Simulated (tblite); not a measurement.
Parent: `[CH3:1][SiH2:2][CH2:3]/[CH:4]=[CH:5]\[CH2:6][C:7]#[N:8]` with C1–Si2–C3–C4 180°, Si2–C3–C4–C5 90°, C4–C5–C6–C7 -103°, C6H11NSi.

The geometries are computed with GFN2-xTB (gas phase). One conformer each, not checked by frequencies here.

```tsv
coordinate of the parent	value
C1–Si2	1.899 Å
Si2–C3	1.921 Å
C3–C4	1.484 Å
C4=C5	1.326 Å
C5–C6	1.506 Å
C6–C7	1.442 Å
C7≡N8	1.143 Å
C1–Si2–C3	107.8°
Si2–C3–C4	110.7°
C3–C4–C5	127.2°
C4–C5–C6	125.5°
C5–C6–C7	109.3°
C6–C7–N8	178.9°
```

Q: How does the shared frame change in `[N:1]#[C:2][CH2:3]/[CH:4]=[CH:5]\[CH2:6][SiH2:7][CH2:8][F:9]` with C2–C3–C4–C5 116°, C4–C5–C6–Si7 -95°, C5–C6–Si7–C8 73°, C6–Si7–C8–F9 52°, C6H10FNSi? Atoms pair as C1 = C8, Si2 = Si7, C3 = C6, C4 = C5, C5 = C4, C6 = C3, C7 = C2, N8 = N1 (parent first).

A: 
```tsv
parent	relative	value in the relative	change
C1–Si2	C8–Si7	1.918 Å	+0.019
Si2–C3	Si7–C6	1.916 Å	-0.005
C3–C4	C6–C5	1.490 Å	+0.006
C4=C5	C5=C4	1.326 Å	0.000
C5–C6	C4–C3	1.506 Å	0.000
C6–C7	C3–C2	1.442 Å	0.000
C7≡N8	C2≡N1	1.143 Å	0.000
C1–Si2–C3	C8–Si7–C6	107.7°	-0.1
Si2–C3–C4	Si7–C6–C5	112.1°	+1.4
C3–C4–C5	C6–C5–C4	127.5°	+0.3
C4–C5–C6	C5–C4–C3	126.3°	+0.8
C5–C6–C7	C4–C3–C2	108.7°	-0.6
C6–C7–N8	C3–C2–N1	177.8°	-1.1
```

Of the parent's bonds, C1–Si2 changes most (+0.019 Å). Bonds of the relative outside the shared frame: C8–F9 1.386 Å. Point group C1 → C1.

Q: How does the shared frame change in `[CH3:1][SiH2:2][NH:3][CH2:4]/[CH:5]=[CH:6]\[CH2:7][C:8]#[N:9]` with C1–Si2–N3–C4 175°, Si2–N3–C4–C5 -149°, N3–C4–C5–C6 30°, C5–C6–C7–C8 -91°, C6H12N2Si? Atoms pair as C3 = C4, C4 = C5, C5 = C6, C6 = C7, C7 = C8, N8 = N9 (parent first).

A: 
```
  parent  relative  value in the relative  change
   C3–C4     C4–C5                1.504 Å  +0.020
   C4=C5     C5=C6                1.324 Å  -0.002
   C5–C6     C6–C7                1.507 Å  +0.001
   C6–C7     C7–C8                1.441 Å  -0.001
   C7≡N8     C8≡N9                1.144 Å  +0.001
C3–C4–C5  C4–C5–C6                 127.9°    +0.7
C4–C5–C6  C5–C6–C7                 126.2°    +0.7
C5–C6–C7  C6–C7–C8                 109.2°    -0.1
C6–C7–N8  C7–C8–N9                 178.4°    -0.5
```

Of the parent's bonds, C3–C4 changes most (+0.020 Å). Bonds of the relative outside the shared frame: C1–Si2 1.890, Si2–N3 1.718, N3–C4 1.441 Å. Point group C1 → C1.
